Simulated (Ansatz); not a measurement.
Consider the substitution at a C–O bond: `C[O][Al]([CH3])[OH]` + `C[NH][InH2]` → `C[N](C)[InH2]` + `[CH3][Al]([OH])[OH]`.

Program: Ansatz. Geometries: PBE0-D4/def2-TZVP. ΔE: electronic, gas phase. CCSD(T)/CBS adds triple-zeta CCSD(T) − MP2 to the extrapolated MP2 energy (def2 sets, frozen cores). Functionals use def2-TZVPP. HSE06 is defined as in plane-wave codes. Elements past krypton have def2 core potentials. For In outer-core shells are correlated without core-valence functions, which leaves a few kJ/mol of doubt a bond. Each species was taken in one conformer, which may not be the lowest.

Question: Is it downhill or uphill in electronic energy at CCSD(T)/CBS, and by how much? (An estimate is asked.)

Answer: Computed: Downhill: ΔE = -0.39 eV.

Question: What do these levels give: PBE-D4, r2SCAN0-D4, ωB97M-V, r2SCAN, HSE06, SCS-MP2/def2-QZVPP? (An estimate is asked.)

Answer: The calculation gave: PBE-D4 -0.35, r2SCAN0-D4 -0.32, ωB97M-V -0.32, r2SCAN -0.33, HSE06 -0.31, SCS-MP2/def2-QZVPP -0.37 eV.

Largest T1 diagnostic among the species: 0.017.

At CCSD(T), def2-SVP lies +0.09 eV from the extrapolated value and def2-TZVPP +0.02 eV. Leaving LDA and LC-ωPBE aside and taking each functional with its dispersion term where it has one, the values, not all of them listed here, spread over 0.09 eV, from revPBE-D4 to BHLYP-D4. LDA lies −0.09 eV from PBE without D4.
